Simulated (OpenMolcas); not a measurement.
## Br I: effect of the level shift or regulariser

- Program: OpenMolcas
- Basis: ANO-R3 [7s6p5d4f2g]
- Scalar Hamiltonian: X2C, finite nucleus
- Active space: 5 electrons in 9 orbitals (RAS2 4p; RAS3 4d 5s, at most 1 electron)
- State averaging: 2S+1 = 2 odd, 3 roots; 2S+1 = 4 even, 3 roots; 2S+1 = 2 even, 8 roots
- Spin-orbit coupling: RASSI with atomic mean-field integrals over the reference wave functions, term energies averaged over their components

Methods on the same reference wave functions:
A. RASSCF
B. SS-RASPT2, IPEA 0.25 Eh, imaginary shift 0.1 Eh (closed shells correlated: 3d 4s)
C. SS-RASPT2, IPEA 0.25 Eh, real shift 0.2 Eh (closed shells correlated: 3d 4s)

Energies in cm-1 above 4s2 4p5 2P* 3/2, the measured ground level; measured values from NIST Handbook of Basic Atomic Spectroscopic Data.

```
            Level      A      B      C  Measured
  4s2 4p5 2P* 3/2    0.0    0.0    0.0       0.0
  4s2 4p5 2P* 1/2   3396   3396   3396      3685
4s2 4p4 5s 4P 5/2  62457  56917  56985     63436
4s2 4p4 5s 4P 3/2  64374  58808  58879     64907
4s2 4p4 5s 4P 1/2  65957  60438  60507     66884
4s2 4p4 5s 2P 3/2  67661  61861  61951     67184
4s2 4p4 5s 2P 1/2  70179  64375  64468     68970
```

Deviations, from unrounded energies. A percentage is the sum of absolute deviations over the sum of measured energies, with the sign that they share, or ± where signs differ.

| Against measurement | Levels | A | B | C |
| --- | --- | --- | --- | --- |
| mean absolute deviation (cm-1) | 6 | 740 | 4900 | 4800 |
| fine structure of the ground term (%) | 1 | -7.9 | -7.9 | -7.9 |
| other configurations (%) | 5 | ±1.2 | -8.7 | -8.6 |

A lies closest to measurement on these levels and B furthest from it. The largest miss of A in the table is 4s2 4p4 5s 2P 1/2, by +1200 cm-1. The ranking rests on the paired levels alone, and a cruder setting can come out closer through cancelling errors.

Between B and C the level of the table that moves most is 4s2 4p4 5s 2P 1/2, by 93 cm-1 (lowest in B, highest in C).

The lowest spin-free term lies below A's lowest term by 0.615 hartree in B, 0.615 hartree in C.

Some levels mix across a computed gap that differs much from the measured one, so their mixing is not that of the real levels. ANO sets are built for valence states and can reach diffuse excited orbitals poorly, and with the s shell closed the s pⁿ⁺¹ terms that mix with these levels are absent. Without dynamic correlation excited terms often stand tens of per cent too high (terms of higher spin than the ground term too low), and those without a measured partner can miss by more than the paired ones (holds for A). Computed and measured levels are paired by configuration, term and J; levels that our copy of the source lacks, or whose pairing is in doubt (as where it misses far off the trend of its configuration), stay unpaired and out of the deviations. Only configurations of the active space appear. The table leaves out levels that lie high or whose names do not pair safely across all columns.

* marks odd parity.
